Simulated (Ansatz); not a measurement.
C4H7BrOSi, singlet, at a GFN2-xTB geometry, with bond 9-1 at 1.8 times its length; CASSCF(2,3)/STO-3G (Ansatz, a program for electronic structure).

Here is a job for Ansatz.
Ansatz 0.2 input:
```yaml
crystal:
  periodic: [false, false, false]
  atoms:
    - {symbol: C, position_ang: [-2.21230503, -1.69508104, -0.38617470]}
    - {symbol: C, position_ang: [-1.16310723, -1.36050907, -1.12003136]}
    - {symbol: Si, position_ang: [0.20043978, -0.16894451, -0.60619004]}
    - {symbol: O, position_ang: [0.49528508, 0.97624139, -1.71727699]}
    - {symbol: Br, position_ang: [-0.50185319, 0.85807999, 1.26053446]}
    - {symbol: C, position_ang: [1.84217543, -0.99822809, -0.24694715]}
    - {symbol: C, position_ang: [2.96308362, -0.72677692, -0.89453439]}
    - {symbol: H, position_ang: [-2.38053685, -1.27819277, 0.59458365]}
    - {symbol: H, position_ang: [-3.55180835, -2.95638161, -1.00733729]}
    - {symbol: H, position_ang: [-1.04651656, -1.81264525, -2.09786265]}
    - {symbol: H, position_ang: [-0.13874239, 1.64359993, -1.96673749]}
    - {symbol: H, position_ang: [1.85386513, -1.74018869, 0.54203406]}
    - {symbol: H, position_ang: [3.89623783, -1.21779568, -0.66585665]}
    - {symbol: H, position_ang: [2.98950984, 0.00708946, -1.68260015]}
basis:
  gaussian:
    orbitals: STO-3G
hamiltonian:
  xc: hf
magnetization: {spin_polarized: false}
correlation: {active_space: {window: {electrons: 2, orbitals: 3}}}
```

The log (banner, timings and long lists left out):

```
Functional definition: HF
724 factors; integrals over basis functions are off by at most 3.4e-5 eV
mean field evaluation 1: about -83197.9408 eV, gradient 2.7e1 eV
mean field evaluation 2: about -83198.0784 eV, gradient 2.7e1 eV
mean field evaluation 4: about -83201.3034 eV, gradient 2.3e0 eV
mean field evaluation 8: about -83201.3285 eV, gradient 5.8e-2 eV
mean field -83201.32854034 eV, -3057.5924279714 hartree, gradient 1.1e-6 eV, S^2 0.000000; 0 other end points of the search recorded, 0 dependent functions left out
reference -83201.32854034 eV, -3057.5924279714 hartree; 44, 44 occupied and 15, 15 virtual orbitals, 724 factors
state -83203.57005015 eV, -3057.6748019377 hartree
Total energy: -83203.57005015 eV, -3057.6748019377 hartree
```
